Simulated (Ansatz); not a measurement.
`B[SiH](O)[SiH3]` + CH₃OH → `CO[SiH](O)[SiH3]` + BH₃ at 700 K and 1 bar (cleavage of the Si–B bond).

Program: Ansatz. Geometries: PBE0-D4/def2-TZVP. ΔE: electronic, gas phase. CBS: MP2 limit from def2 TZ/QZ plus the TZ coupled-cluster correction, frozen cores. This one scheme is used for every species. Each species was taken in one conformer, which may not be the lowest.

| species | CCSD(T)/CBS energy (Eh) | H − E (kJ/mol) | S (J/(mol·K)) |
| --- | --- | --- | --- |
| `B[SiH](O)[SiH3]` | -682.33266 | 266.0 | 495.7 |
| CH₃OH | -115.61712 | 170.8 | 288.5 |
| `CO[SiH](O)[SiH3]` | -771.44542 | 335.3 | 536.5 |
| BH₃ | -26.55200 | 96.5 | 225.0 |

H − E and S are ideal-gas, rigid-rotor, harmonic terms from PBE0-D4/def2-TZVP, for one conformer and one mirror image of each species. 1 Eh = 2625.50 kJ/mol, R = 8.31446 J/(mol·K).

Q: By hand: ΔE, ΔH, ΔS and ΔG.

A: ΔE = (-771.44542) + (-26.55200) − (-682.33266) − (-115.61712) = -0.04764 Eh = -125.1 kJ/mol. Δ(H − E) = 335.3 + 96.5 − 266.0 − 170.8 = -5.0, so ΔH = -130.1 kJ/mol. ΔS = 536.5 + 225.0 − 495.7 − 288.5 = -22.7 J/(mol·K). ΔG = -130.1 − 700 × (-22.7)/1000 = -114.2 kJ/mol.

Q: By hand: the equilibrium constant, and the temperature at which ΔG would vanish if ΔH and ΔS stayed fixed.

A: log₁₀ K = −ΔG/(RT ln 10) = 8.5. ΔG = 0 at ΔH/ΔS = 5731 K, far beyond where these terms or the molecules hold.

ΔH outweighs TΔS. A doubt of 5 kJ/mol in ΔE shifts log₁₀ K by 0.4 here. Other conformers and mirror images would add mixing entropy, several J/(mol·K) or more a flexible species. These are equilibria of isolated gas molecules and say nothing of rates. Largest T1 diagnostic: 0.014 (customary marks: 0.02 for closed shells, 0.045 for open ones).
